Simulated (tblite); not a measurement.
C6H9FNO (doublet state).
Atom-mapped SMILES: `[H]/[N:6]=[C:5](\[C:4]=[CH:3]\[O:2][CH3:1])[CH2:7][CH2:8][F:9]` (hydrogens: H10, H11, H12 on C1; H13 on C3; H14 on N6; H15, H16 on C7; H17, H18 on C8)
Bond orders are those of one Lewis drawing.

Computed with GFN2-xTB (tblite), gas phase: L-BFGS steps from a force-field or distance-geometry start until the largest atomic force falls under 0.01 eV/Å.

Step 20: E = -789.6106 eV
```
atom  x, y, z in Å  |  force x, y, z in eV/Å
C1      3.1203    1.9162   -0.9060    0.017   0.002  -0.015
O2      2.4001    0.7874   -0.4700   -0.030   0.085  -0.029
C3      1.0399    0.9018   -0.4917    0.001   0.045   0.088
C4      0.2003    0.0054   -0.0612   -0.026   0.008   0.052
C5     -0.4654   -1.1655    0.1968    0.044  -0.093  -0.067
N6     -0.2146   -2.2706   -0.4304    0.023  -0.087  -0.036
C7     -1.6275   -1.2092    1.1547   -0.069   0.001  -0.023
C8     -2.8620   -0.7632    0.3709   -0.033  -0.034   0.044
F9     -2.7655    0.5681    0.0307   -0.033  -0.088   0.036
H10     4.0826    1.5601   -1.2678    0.071  -0.053   0.057
H11     2.6112    2.4270   -1.7277   -0.039   0.032  -0.003
H12     3.2807    2.6221   -0.0850   -0.022   0.012   0.019
H13     0.6483    1.8602   -0.8439    0.046  -0.080  -0.109
H14     0.5169   -2.2148   -1.1319    0.037   0.057  -0.035
H15    -1.7695   -2.2475    1.4572   -0.031   0.083   0.051
H16    -1.4842   -0.5689    2.0267    0.046  -0.006  -0.095
H17    -2.9409   -1.3290   -0.5664   -0.034   0.080   0.080
H18    -3.7794   -0.8734    0.9601    0.030   0.039  -0.013
```

Step 21: E = -789.6144 eV
```
atom  x, y, z in Å  |  force x, y, z in eV/Å
C1      3.1234    1.9172   -0.8993    0.006   0.021  -0.042
O2      2.3980    0.7958   -0.4546    0.038   0.053   0.018
C3      1.0393    0.9029   -0.4934   -0.029  -0.017   0.057
C4      0.1969    0.0086   -0.0640   -0.020  -0.058   0.039
C5     -0.4671   -1.1644    0.1914    0.031  -0.074   0.022
N6     -0.2162   -2.2720   -0.4328    0.019  -0.018  -0.040
C7     -1.6255   -1.2105    1.1555   -0.094   0.003  -0.033
C8     -2.8628   -0.7645    0.3756   -0.030  -0.022   0.029
F9     -2.7660    0.5661    0.0323   -0.028  -0.073   0.041
H10     4.0840    1.5562   -1.2613    0.059  -0.061   0.062
H11     2.6134    2.4228   -1.7224   -0.044   0.049  -0.042
H12     3.2891    2.6333   -0.0886   -0.027  -0.007   0.054
H13     0.6466    1.8470   -0.8728    0.022   0.015  -0.113
H14     0.5093   -2.2085   -1.1394    0.061   0.026  -0.053
H15    -1.7665   -2.2497    1.4551   -0.026   0.079   0.051
H16    -1.4834   -0.5736    2.0305    0.065  -0.005  -0.113
H17    -2.9405   -1.3298   -0.5620   -0.055   0.068   0.085
H18    -3.7808   -0.8707    0.9654    0.052   0.022  -0.021
```

Step 22: E = -789.6177 eV
```
atom  x, y, z in Å  |  force x, y, z in eV/Å
C1      3.1279    1.9196   -0.8915   -0.003   0.030  -0.033
O2      2.3978    0.8071   -0.4311   -0.015   0.063   0.036
C3      1.0378    0.9045   -0.4965   -0.014  -0.027   0.003
C4      0.1925    0.0122   -0.0675    0.020  -0.088   0.013
C5     -0.4689   -1.1629    0.1868    0.001  -0.059   0.088
N6     -0.2193   -2.2726   -0.4361    0.040   0.055  -0.063
C7     -1.6244   -1.2120    1.1564   -0.066  -0.010  -0.028
C8     -2.8635   -0.7665    0.3821   -0.025   0.001   0.007
F9     -2.7663    0.5622    0.0347   -0.020  -0.020   0.038
H10     4.0869    1.5499   -1.2525    0.023  -0.048   0.067
H11     2.6146    2.4174   -1.7172   -0.026   0.050  -0.058
H12     3.3001    2.6474   -0.0915   -0.035  -0.042   0.047
H13     0.6442    1.8331   -0.9146    0.047   0.000  -0.067
H14     0.4987   -2.2018   -1.1504    0.061  -0.004  -0.040
H15    -1.7626   -2.2522    1.4519   -0.029   0.059   0.055
H16    -1.4822   -0.5808    2.0353    0.080   0.011  -0.119
H17    -2.9409   -1.3307   -0.5546   -0.077   0.029   0.052
H18    -3.7812   -0.8676    0.9714    0.038  -0.003   0.001
```

Step 23: E = -789.6205 eV
```
atom  x, y, z in Å  |  force x, y, z in eV/Å
C1      3.1298    1.9219   -0.8889   -0.029   0.046  -0.049
O2      2.3936    0.8164   -0.4248    0.130  -0.072   0.116
C3      1.0370    0.9019   -0.4955   -0.070  -0.106  -0.020
C4      0.1907    0.0086   -0.0694    0.038  -0.123   0.016
C5     -0.4706   -1.1682    0.1821   -0.003   0.020   0.120
N6     -0.2159   -2.2765   -0.4418    0.019   0.100  -0.050
C7     -1.6253   -1.2125    1.1542   -0.006  -0.014  -0.037
C8     -2.8660   -0.7673    0.3868   -0.010   0.029  -0.017
F9     -2.7697    0.5596    0.0381   -0.004   0.061   0.027
H10     4.0895    1.5446   -1.2438   -0.026  -0.024   0.059
H11     2.6162    2.4186   -1.7151    0.000   0.050  -0.080
H12     3.3026    2.6532   -0.0930   -0.025  -0.030   0.069
H13     0.6443    1.8168   -0.9308   -0.039   0.157  -0.114
H14     0.5007   -2.1902   -1.1552    0.081  -0.049  -0.060
H15    -1.7620   -2.2485    1.4561   -0.046  -0.026   0.063
H16    -1.4770   -0.5804    2.0294    0.088   0.050  -0.077
H17    -2.9443   -1.3276   -0.5491   -0.099  -0.034  -0.011
H18    -3.7824   -0.8641    0.9757    0.002  -0.034   0.043
```

Question: Estimate the geometry and energy of step 24. (The exact step hangs on the optimiser's Hessian estimate; all steps are aligned on step 23, rigid shifts and turns removed.)

Answer: E = -789.6235 eV, largest force 0.134 eV/Å
```
atom  x, y, z in Å  |  force x, y, z in eV/Å
C1      3.1325    1.9247   -0.8843   -0.033   0.029  -0.007
O2      2.3946    0.8246   -0.4060    0.002  -0.019   0.084
C3      1.0349    0.9005   -0.4990   -0.012  -0.035  -0.070
C4      0.1886    0.0075   -0.0724    0.080  -0.070   0.009
C5     -0.4723   -1.1682    0.1815   -0.005   0.016   0.082
N6     -0.2170   -2.2750   -0.4461    0.029   0.092  -0.059
C7     -1.6259   -1.2138    1.1542    0.041  -0.028  -0.015
C8     -2.8673   -0.7680    0.3913   -0.007   0.039  -0.028
F9     -2.7705    0.5576    0.0408    0.001   0.096   0.019
H10     4.0912    1.5389   -1.2356   -0.054   0.002   0.053
H11     2.6172    2.4164   -1.7134    0.024   0.026  -0.059
H12     3.3096    2.6625   -0.0934   -0.034  -0.056   0.033
H13     0.6421    1.8074   -0.9614    0.018   0.042  -0.041
H14     0.4959   -2.1844   -1.1639    0.061  -0.052  -0.029
H15    -1.7598   -2.2497    1.4556   -0.058  -0.047   0.065
H16    -1.4735   -0.5843    2.0298    0.082   0.070  -0.058
H17    -2.9470   -1.3282   -0.5432   -0.110  -0.059  -0.048
H18    -3.7821   -0.8622    0.9807   -0.025  -0.046   0.068
```

The energy changes by -0.0030 eV. The first-order estimate −F·Δx gives -0.0042 eV and the mean of the old and new forces, exact on a quadratic surface, -0.0030 eV. The step makes an angle of 78° with the force vector and moves no atom by more than 0.032 Å.

What follows is the cost of the whole relaxation. Time: 1.0 s wall. Hardware: an Arm Neoverse V1 with one thread, no GPU, shared host.
